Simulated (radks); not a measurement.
Values are calculated unless marked as measured or tabulated.
Species: Zr I. Configuration: [Kr] 4d2 5s2 (the NIST ground configuration).

Code: a radial shooting solver on a logarithmic mesh with Libxc functionals. Model: scalar-relativistic Kohn-Sham, Slater X-alpha with alpha = 0.562, spin-polarised, spherical densities, finite nucleus; open shells are filled with parallel spins first (spin-orbit coupling, left out, can overturn this in heavy ions); Fermi nuclear charge, rms radius 4.2694 fm.

Energy parts (hartree):
total: -3574.26335
kinetic: 3676.57049
electron-nucleus: -8630.46351
Hartree: 1468.77547
exchange: -89.14580

Orbitals (lengths in bohr, moments of r in powers of bohr; r(max) is where P^2 peaks; r(90%) holds 90 % of the orbital's charge):
orbital	occ.	eigenvalue (hartree)	r(max)	r(90%)	<1/r>	<r>
1s down	1	-652.0110	0.02419	0.0665	41.17	0.03715
1s up	1	-652.0109	0.02419	0.0665	41.17	0.03715
2s up	1	-90.00353	0.1374	0.252	9.218	0.1631
2s down	1	-89.99954	0.1374	0.252	9.218	0.1631
2p up	3	-80.22052	0.1097	0.232	8.988	0.1422
2p down	3	-80.21750	0.1097	0.232	8.988	0.1421
3s up	1	-14.55266	0.4099	0.683	3.122	0.4613
3s down	1	-14.54965	0.4100	0.683	3.122	0.4613
3p up	3	-11.38398	0.4040	0.706	2.964	0.4652
3p down	3	-11.38070	0.4040	0.705	2.964	0.4652
3d up	5	-6.17607	0.3483	0.736	2.721	0.4565
3d down	5	-6.17155	0.3483	0.736	2.721	0.4564
4s up	1	-1.90589	1.083	1.79	1.110	1.224
4s down	1	-1.87520	1.080	1.78	1.115	1.219
4p up	3	-1.10859	1.189	2.08	0.9657	1.389
4p down	3	-1.07236	1.184	2.06	0.9724	1.381
5s up	1	-0.13255	3.152	5.67	0.3401	3.783
5s down	1	-0.10256	3.281	6.17	0.3172	4.055
4d up	2	-0.08530	1.673	4.08	0.5661	2.440
4d down	0	-0.04299	1.658	4.60	0.5444	2.639

The highest occupied level is 4d up at -2.321 eV. For comparison, the ionisation energy in NIST's Atomic Spectra Database is 6.634 eV (measured). In exact Kohn-Sham theory the highest level is minus the ionisation energy, but local and semilocal functionals leave it too shallow, through self-interaction and a potential that decays too fast; potentials with the right tail come closer. Summed over all electrons, <r^2> = 72.03 bohr^2, which gives a Langevin (diamagnetic) susceptibility term of -57 x 10^-6 cm^3/mol. The spin density at the nucleus is 0.288 e/bohr^3 (1s -0.002, 2s -0.154, 3s 0.034, 4s -1.106, 5s 1.516). Spin moment in Bohr magnetons: 2. The electron density at the nucleus is 7.556e+04 e/bohr^3 (large components only). The density falls to 0.001 e/bohr^3 at r = 5.19 bohr.
